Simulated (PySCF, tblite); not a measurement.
Isomers of C6H7F2 (doublet state). Computed values, GFN2-xTB/tblite, gas phase, harmonic and unscaled. This tight-binding method is rough: wavenumbers can miss measured ones by several per cent, in bad cases by 10 to 20. One conformer each. Open shells enter through the occupations alone, without spin polarisation, and single modes of such species can be off by tens of per cent.

Electronic energies: B3LYP/pcH-1 single points on the GFN2-xTB geometries (PySCF, gas phase).

```tsv
SMILES	electronic energy, lowest = 0 (kcal/mol)
[CH2]C/C=C\C=C(F)F	5.2
[CH]=C=C[C@@H](C)C(F)F	0.0
C=C=C[C@H](C)[C](F)F	9.8
```

Task: How do GFN2-xTB zero-point energies change the relative energies?

Result: 
```csv
SMILES,ZPE (kcal/mol),of it from modes above 1550 cm⁻¹,electronic (kcal/mol),"with ZPE, lowest = 0 (kcal/mol)",lowest mode (cm⁻¹),rings
[CH]=C=C[C@@H](C)C(F)F,68.6,33.7,0.0,0.0,21,0
[CH2]C/C=C\C=C(F)F,68.0,35.1,5.2,4.7,55,0
C=C=C[C@H](C)[C](F)F,68.7,33.4,9.8,9.9,42,0
```

The zero-point energies span 0.7 kcal/mol, from `[CH2]C/C=C\C=C(F)F` to `C=C=C[C@H](C)[C](F)F`. The order is unchanged.

Task: And how do the electronic energies of GFN2-xTB itself compare?

Result: `[CH]=C=C[C@@H](C)C(F)F` 0.0; `[CH2]C/C=C\C=C(F)F` 7.7; `C=C=C[C@H](C)[C](F)F` 10.8 kcal/mol, lowest = 0. Against the energies above, taken from the same isomer `[CH]=C=C[C@@H](C)C(F)F`, the largest difference is 2.5 kcal/mol.
